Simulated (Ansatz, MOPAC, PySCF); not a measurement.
Complex: HCl (SMILES Cl) (first 2 atoms) with CH3F (SMILES CF); geometry from B3LYP-D3(BJ)/def2-TZVP, rigid monomers moved along the line of their centres of mass till H2···F4 is 3.48 Å.
(charge 0, multiplicity 1):
```xyz
7

Cl     0.1652     0.0521    -0.1361
H      0.2154     0.5086     1.0704
C     -0.6570    -0.5414     5.0664
F     -0.1176     0.6387     4.5343
H      0.0594    -0.9508     5.7771
H     -1.5940    -0.2923     5.5623
H     -0.8288    -1.2394     4.2479
```

Counterpoise-corrected where a basis set is named; no monomer relaxation. Rows marked so take none.

Cores are frozen in the correlated methods. Rows in 3-21G, 6-31G* carry no dispersion term and start afresh at each structure (6-31G* with six Cartesian d functions). MP2/6-31G* freezes PySCF's default core. The state that PM6 reach isn't checked.

The values were computed with Ansatz (an electronic-structure program) with Gaussian orbitals; MOPAC for PM6 (differences of heats of formation); PySCF for 3-21G rows, 6-31G* rows, the dispersion terms. Values without a source in brackets are computed.

| level | interaction energy (kcal/mol) |
|---|---|
| PM6 | -0.59 |
| HF/6-31G* | -0.97 |
| PBE/def2-TZVPPD | -0.87 |
| BP86/6-31G* (no counterpoise) | -0.85 |
| r2SCAN-D4/def2-TZVPPD | -0.98 |
| B3LYP/3-21G (no counterpoise) | -0.94 |
| MP2/6-31G* (no counterpoise) | [?] |
| MP2/aug-cc-pV(D+d)Z | -1.02 |
| CCSD/aug-cc-pV(T+d)Z | -0.99 |

### Question
Complete the blanks.

### Answer

- MP2/6-31G* (no counterpoise), interaction energy (kcal/mol): -1.12
